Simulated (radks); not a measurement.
Problem. Pr37+, configuration [Ar] 3d4. All-electron calculation, scalar-relativistic Kohn-Sham, SCAN, spin-polarised, spherical densities, finite nucleus; open shells are filled with parallel spins first (spin-orbit coupling, left out, can overturn this in heavy ions); meta-GGA in the generalised Kohn-Sham scheme; Fermi nuclear charge, rms radius 4.8919 fm. Program: a radial shooting solver on a logarithmic mesh with Libxc functionals. Some entries of the table are withheld. Estimate them.

orbital,occ.,eigenvalue (Ry),<r^2> (bohr^2)
1s up,1,-3216.627,0.0007897
1s down,1,-3216.587,0.0007896
2s up,1,-632.3632,0.01236
2s down,1,-630.8389,0.01232
2p up,3,-580.4895,0.009858
2p down,3,-579.3177,0.009816
3s up,1,-226.1842,(1)
3s down,1,-224.5482,(2)
3p up,3,-209.7536,0.07309
3p down,3,-208.0345,0.07370
3d up,4,-189.4646,0.05849

Solution. 
(1) 3s up <r^2> (bohr^2): 0.07506
(2) 3s down <r^2> (bohr^2): 0.07559
